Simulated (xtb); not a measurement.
ClH₆SbSi₂, SMILES [SiH3][Sb]([Cl])[SiH3]. All values are semi-empirical tight-binding results from xtb (GFN2-xTB unless named), good for trends rather than for accurate numbers. Coordinates come from a GFN2-xTB optimisation.

Optimised geometry:

```xyz
10

Sb     0.6776     0.0980     0.0000
Cl    -0.7893     1.9793     0.0000
Si    -0.5843    -1.0917     1.8983
H     -0.3532    -0.3763     3.1498
H     -0.0109    -2.4302     2.0358
H     -2.0247    -1.2335     1.7035
Si    -0.5843    -1.0917    -1.8983
H     -0.3532    -0.3763    -3.1498
H     -2.0247    -1.2335    -1.7035
H     -0.0109    -2.4302    -2.0358
```
Charge 0, spin multiplicity 1.

For metal compounds this method's bond lengths and energies can be far off.

| Property | Result |
|---|---|
| point group as xtb finds it | Cs |
| orbital gap | 3.07 eV |
| zero-point energy | 30.1 kcal/mol |
| G − E(el) at 298.15 K (modified RRHO) | 7.0 kcal/mol |

Q: Give the atomic charges and the Wiberg bond orders between heavy atoms. (Estimate from the structure and the level; the computed values follow.)

A: charges (e) Sb1 0.14, Cl2 -0.33, Si3 0.39, H4 -0.09, H5 -0.12, H6 -0.08, Si7 0.39, H8 -0.09, H9 -0.08, H10 -0.12. Bond orders Sb1–Cl2 1.06, Sb1–Si3 0.89, Sb1–Si7 0.89.
